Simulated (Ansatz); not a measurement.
Consider the cleavage of the In–B bond: `[NH2][In]([OH])[BH]S` + HBr → `[NH2][In]([OH])[Br]` + `BS`.

Gas-phase electronic energies from Ansatz, PBE0-D4/def2-TZVP geometries. CCSD(T)/CBS adds triple-zeta CCSD(T) − MP2 to the extrapolated MP2 energy (def2 sets, frozen cores). This one scheme is used for every species. Functionals use def2-TZVPP. Elements past krypton have def2 core potentials. For Br, In outer-core shells are correlated without core-valence functions, which leaves a few kJ/mol of doubt a bond. Scalar relativity is left out up to krypton. Each species was taken in one conformer, which may not be the lowest.

| level | ΔE (kJ/mol) | difference from CCSD(T)/CBS |
| --- | --- | --- |
| revPBE-D4 | -121.1 | 9.6 |
| PBE0-D4 | -129.3 | 1.4 |
| r2SCAN0-D4 | -136.8 | -6.1 |
| ωB97X-V | -135.4 | -4.7 |
| PBE | -122.0 | 8.7 |
| r2SCAN | -132.8 | -2.1 |
| CAM-B3LYP | -135.3 | -4.6 |
| CCSD/def2-SVP | -138.6 | -7.9 |
| CCSD(T)/def2-TZVPP | -127.9 | 2.8 |
| SCS-MP2/def2-QZVPP | -135.2 | -4.5 |
| CCSD(T)/CBS | -130.7 | 0 |

Largest T1 diagnostic among the species: 0.017.

From PBE to PBE0 (25 % exact exchange), in def2-TZVPP and without D4, ΔE moves by −9.0 kJ/mol. Leaving LDA and LC-ωPBE aside and taking each functional with its dispersion term where it has one, the values, not all of them listed here, spread over 24.2 kJ/mol, from BHLYP-D4 to PBE-D4. LDA lies +12.0 kJ/mol from PBE without D4.

CCSD(T)/CBS has its own doubt, a few kJ/mol and more with outer-core shells, so smaller differences from it don't rank the levels.
